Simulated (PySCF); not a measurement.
This PySCF input asks for the NMR shieldings of SMILES N[CH2][GeH3], CH7GeN; the geometry comes from PBE0-D3(BJ)/def2-SVP.

```python
import basis_set_exchange as bse
import numpy as np
from pyscf import gto, dft
from pyscf.prop import nmr

atoms = """
N    -1.226892    0.405185    0.619957
C    -0.364701   -0.704497    0.264921
Ge    1.508166   -0.242027    0.639637
H    -2.208657    0.158870    0.509788
H    -1.060173    1.201676    0.008445
H    -0.438814   -1.060615   -0.784723
H    -0.604026   -1.573416    0.900207
H     2.447902   -1.383583    0.200763
H     1.875969    1.028965   -0.155804
H     1.708670    0.040197    2.137975
"""
names = dict.fromkeys(["N", "C", "Ge", "H"], "pcSseg-2")
basis = {el: gto.basis.parse(bse.get_basis(n, elements=[el], fmt="nwchem")) for el, n in names.items()}
mol = gto.M(atom=atoms, basis=basis, charge=0, verbose=0)
mf = dft.RKS(mol, xc="PBE")
mf.grids.level = 2
mf.grids.alignment = dft.numint.BLKSIZE   # the property module wants whole blocks of grid points
mf.conv_tol = 1e-9
mf.kernel()

calc = nmr.RKS(mf)   # GIAO
sigma = calc.kernel()   # uncoupled for a functional without exact exchange
for i, s in enumerate(sigma):   # ppm
    w = np.linalg.eigvalsh((s + s.T) / 2)
    print("%2d %-2s iso %8.1f  s11 %8.1f  s22 %8.1f  s33 %8.1f" % (i, mol.atom_pure_symbol(i), w.mean(), *w))
```

Q: What are the results?

A: 
```
 0 N  iso    228.9  s11    191.1  s22    236.5  s33    259.1
 1 C  iso    145.3  s11    118.9  s22    136.5  s33    180.6
 2 Ge iso   1504.2  s11   1422.4  s22   1468.8  s33   1621.4
 3 H  iso     30.4  s11     22.4  s22     27.7  s33     41.0
 4 H  iso     31.0  s11     23.6  s22     30.4  s33     38.8
 5 H  iso     28.0  s11     21.8  s22     27.7  s33     34.4
 6 H  iso     28.4  s11     24.0  s22     28.2  s33     32.8
 7 H  iso     27.2  s11     21.3  s22     22.0  s33     38.3
 8 H  iso     27.5  s11     21.8  s22     23.0  s33     37.7
 9 H  iso     27.3  s11     21.6  s22     22.3  s33     37.8
```

These numbers come from an equivalent density-fitted implementation of the same equations, which agrees with the script to about 0.01 ppm for H and up to a few tenths of a ppm for heavy atoms, so last digits may differ.

Q: Turn these shieldings into chemical shifts. Scale: NH3 for $^{15}$N (σref 261.04); TMS for $^{13}$C (σref 179.39), $^{1}$H (σref 31.18); $^{73}$Ge (σref 1269.89) vs GeMe4 (reference shieldings calculated alike).

A: Averaging equivalent atoms: N 0: 32.1; C 1: 34.1; Ge 2: -234; H 7/8/9: 3.86; H 5/6: 3.02; H 3/4: 0.51 ppm. Experimental scales use liquid or dissolved standards, which lie at an offset from isolated NH3 (liquid NH3: subtract about 20 ppm).

Relativistic effects, spin–orbit coupling among them, are left out; they matter for Ge and for the light atoms bonded to it.

Size and cost of the density-fitted run: 233 basis functions, 29 s wall time on 1 thread of an Arm Neoverse V1, shared host.
